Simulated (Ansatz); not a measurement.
Basis-set series for `C=C1[SiH2]N1C`. The species carries charge 0 and has multiplicity 1. All single points use the PBE0-D4/def2-TZVP geometry.

| functional | basis | functions | energy (Eh) | HOMO (eV) | LUMO (eV) |
| --- | --- | --- | --- | --- | --- |
| PBE0-D4 | def2-TZVPP | 264 | -462.46015 | -5.77 | -0.46 |
| PBE0-D4 | def2-QZVPP | 508 | -462.47997 | -5.80 | -0.57 |
| ωB97M-V | def2-TZVPP | 264 | -462.68012 | -7.92 | 1.25 |
| ωB97M-V | def2-QZVPP | 508 | -462.69869 | -7.95 | 0.94 |

Give the rows for def2-SVP. (Best estimate.)

Ansatz gave: 
| functional | basis | functions | energy (Eh) | HOMO (eV) | LUMO (eV) |
| --- | --- | --- | --- | --- | --- |
| PBE0-D4 | def2-SVP | 109 | -462.16551 | -5.67 | -0.04 |
| ωB97M-V | def2-SVP | 109 | -462.37607 | -7.82 | 1.91 |

Positive LUMOs are unbound and depend on the basis.
